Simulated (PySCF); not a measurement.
A side-by-side comparison of computed properties.

First species: C7H4FN.
SMILES: `N#CC1=CC=CC(F)=C1`

Second species: ZnMe(tBu), C5H12Zn (singlet state).
SMILES: `[CH3][Zn][C](C)(C)C`

Levels: PBE0/def2-SVPD for dipole moment, HOMO energy, LUMO energy, HOMO–LUMO gap, static isotropic polarisability and electronic spatial extent ⟨r²⟩ about the centre of nuclear charge; TDDFT PBE0/def2-SVPD for lowest singlet excitation; TDA PBE0/def2-SVPD for lowest triplet excitation (Tamm–Dancoff); PBE0-D3(BJ)/def2-SVP for rotational constant A and rotational constant C. Geometries: PBE0-D3(BJ)/def2-SVP. Each species is one conformer at its optimised geometry, gas phase, non-relativistic unless stated. Electronic properties by PySCF.

(1) Which has the higher T1 energy?

(2) Which has the higher rotational constant A?

(3) Which has the higher HOMO energy?

(4) Which of the two has the higher rotational constant C, and by how much?

(5) Which of the two has the higher HOMO–LUMO gap, and by how much?

(6) Which of the two has the higher LUMO energy, and by how much?

(7) Which has the higher static isotropic polarisability?

(8) Which of the two has the higher S1 energy, and by how much?

Answers

(1) The second: 4.80 eV against 3.70 eV, a difference of 1.10 eV.

(2) The second: 4.454 GHz against 3.394 GHz, a difference of 1.060 GHz.

(3) The second: -6.33 eV against -7.94 eV, a difference of 1.61 eV.

(4) The second: 1.356 GHz against 0.879 GHz, a difference of 0.477 GHz.

(5) The second: 6.36 eV against 6.01 eV, a difference of 0.35 eV.

(6) The second: 0.03 eV against -1.93 eV, a difference of 1.96 eV.

(7) The second: 90.9 au against 84.9 au, a difference of 6.0 au.

(8) The second: 5.10 eV against 5.04 eV, a difference of 0.06 eV.

On the first: The principal polarisabilities are 48.1, 86.3 and 120.5 au; their mean is the isotropic value. No computed singlet falls in the visible range (750 to 380 nm, 1.65 to 3.26 eV); S1 lies 1.78 eV above its blue end.

On the second: No computed singlet falls in the visible range (750 to 380 nm, 1.65 to 3.26 eV); S1 lies 1.84 eV above its blue end. The dipole matches unit charges of opposite sign 0.03 Å apart (1 e·Å = 4.8032 D).
